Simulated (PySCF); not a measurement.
Mg(OMe)(SiH3) (CH6MgOSi), SMILES C[O][Mg][SiH3].

Coordinates come from a B3LYP-D3(BJ)/def2-SVP optimisation. One conformer was computed; it need not be the lowest.

Level of theory: B3LYP-D3(BJ)/def2-SVP (PySCF).

Frequencies are harmonic and unscaled.

A small imaginary wavenumber (i) marks a very flat motion, where grid noise or a shallow saddle decides the sign.

Modes within 1.5 cm⁻¹ of each other (mostly degenerate sets) share a row, with their intensities summed.

Computed vibrational spectrum:
| mode | ν (cm⁻¹) | IR (km/mol) | moving atoms (share of kinetic energy) |
|---|---|---|---|
| 1 | 16i | 0.0 | H 100 % |
| 2–3 | 71 | 2.6 | Mg 34 %, C 23 %, H 23 %, O 11 %, Si 9 % |
| 4–5 | 134 | 98.1 | O 53 %, Mg 33 %, H 11 % |
| 6 | 278 | 0.1 | Si 57 %, O 14 %, C 13 %, H 9 % |
| 7–8 | 404 | 2.0 | H 86 %, Si 10 % |
| 9 | 648 | 49.2 | Mg 62 %, C 24 % |
| 10 | 861 | 298.6 | H 91 %, Si 8 % |
| 11–12 | 947 | 88.1 | H 98 % |
| 13–14 | 1186 | 0.4 | H 76 %, C 19 % |
| 15 | 1267 | 414.7 | O 60 %, C 36 % |
| 16–17 | 1473 | 0.4 | H 96 % |
| 18 | 1483 | 54.2 | H 88 %, C 11 % |
| 19 | 2173 | 77.8 | H 99 % |
| 20–21 | 2180 | 209.3 | H 96 % |
| 22 | 2942 | 197.0 | H 98 % |
| 23–24 | 2999 | 143.8 | H 90 %, C 10 % |
